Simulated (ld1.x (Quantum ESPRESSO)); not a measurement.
**iron (Fe): excitation energies, all-electron against TM semilocal**

ld1.x (Quantum ESPRESSO) 7.5 input, shortened:

```
&input
   title='Fe', zed=26., rel=1, dft='PBE', iswitch=3,
   config='[Ar] 3d7 4s1 4p0'
 /
 &inputp
   pseudotype=1, tm=.true., lloc=1,
   nlcc=.false.
 /
3
3S  1  0   2.00   0.00  0.80  0.80  0.0
3D  3  2   7.00   0.00  1.35  1.35  0.0
3P  2  1   6.00   0.00  0.75  0.75  0.0
 &test
   configts(1)='3s2 3p6 3d7 4s1 4p0'
 /
```

Occupied shells without a wave of their own: 4s. They enter only through the test configuration that unscreens the potential.

Energies are relative to the spin-unpolarised reference configuration 3s2 3p6 3d7 4s1 4p0; without spin polarisation the order of configurations can differ from experiment. The frozen-core shift is the all-electron ΔE with the core orbitals held at their reference shape minus the fully relaxed ΔE.

```tsv
valence configuration	charge	ΔE all-electron (eV)	error AE − PS (meV)	frozen-core shift (meV)
3s2 3p6 3d6 4s2 4p0	0	0.791	+43	-2.6
3s2 3p6 3d6 4s1 4p0	+1	9.520	-6.8	-1.8
3s2 3p6 3d6 4s0 4p0	+2	25.723	-90	-0.5
3s2 3p6 3d6 4s0 4p1	+1	14.574	-62	-1.4
3s2 3p6 3d6 4s1 4p1	0	4.896	+0.6	-2.1
```

Problem. What are ΔE and the potential's error for 3s2 3p6 3d6.5 4s1.5 4p0?

Solution. ΔE = 0.064 eV all-electron; the error (AE − PS) is +19 meV.

Problem. What are ΔE and the potential's error for 3s2 3p6 3d6 4s1.5 4p0?

Solution. ΔE = 4.275 eV all-electron; the error (AE − PS) is +22 meV.

A variational frozen-core shift is positive and of second order in the change. This column holds negative values, so the frozen-core run of ld1.x carries numerical noise or an error of first order here, and the column gives no more than the rough size of the effect.
